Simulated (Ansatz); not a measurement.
These are frozen-core CCSD(T)/cc-pVTZ // TPSSh-D3(BJ)/def2-TZVP run with Ansatz (a program for electronic structure) values and carry that method's errors.

Ansatz 0.2 input:
```yaml
crystal:
  periodic: [false, false, false]
  atoms:
    - { symbol: O, position_ang: [-1.378187, -0.763415, 0.223911] }
    - { symbol: Ga, position_ang: [0.106146, 0.194316, -0.081248] }
    - { symbol: O, position_ang: [1.763804, -0.462935, -0.104674] }
    - { symbol: O, position_ang: [-0.080881, 1.934774, -0.385581] }
    - { symbol: H, position_ang: [-1.222067, -1.701738, 0.381382] }
    - { symbol: H, position_ang: [1.804721, -1.409793, 0.072564] }
    - { symbol: H, position_ang: [-1.007513, 2.203427, -0.356768] }
basis:
  gaussian: { orbitals: cc-pVTZ }
correlation:
  method: ccsd_t
```

Output:

```
Functional definition: HF
1071 factors; integrals over basis functions are off by at most 9.7e-4 eV
mean field evaluation 1: about -58493.2006 eV, gradient 6.0e1 eV
mean field evaluation 2: about -58493.2930 eV, gradient 6.0e1 eV
mean field evaluation 4: about -58499.2245 eV, gradient 2.6e0 eV
mean field evaluation 8: about -58499.2588 eV, gradient 2.5e-1 eV
mean field evaluation 16: about -58493.1995 eV, gradient 6.0e1 eV
mean field -58499.25910950 eV, -2149.8081200521 hartree, gradient 2.2e-6 eV, S^2 0.000000; 0 other end points of the search recorded, 0 dependent functions left out
12 core orbitals not correlated
reference -58499.25910950 eV, -2149.8081200521 hartree; 17, 17 occupied and 146, 146 virtual orbitals, 1071 factors
second order -24.37347924 eV of doubles, -0.00000000 eV of singles
cycle   1  -23.61834608 eV  change    7.6e-1 eV  update   1.2e-1
cycle   2  -24.24120432 eV  change   -6.2e-1 eV  update   3.5e-2
cycle   3  -24.38115651 eV  change   -1.4e-1 eV  update   1.8e-2
cycle   4  -24.36243236 eV  change    1.9e-2 eV  update   4.5e-3
cycle   5  -24.35933990 eV  change    3.1e-3 eV  update   2.0e-3
cycle   6  -24.36079173 eV  change   -1.5e-3 eV  update   6.0e-4
cycle   7  -24.36033367 eV  change    4.6e-4 eV  update   2.0e-4
cycle   8  -24.36021161 eV  change    1.2e-4 eV  update   6.2e-5
cycle   9  -24.36024435 eV  change   -3.3e-5 eV  update   2.5e-5
perturbative correction -0.96309927 eV, -0.0353932453 hartree
Total energy: -58524.58245311 eV, -2150.7387357652 hartree
```

Cost: very roughly 120 core-seconds.
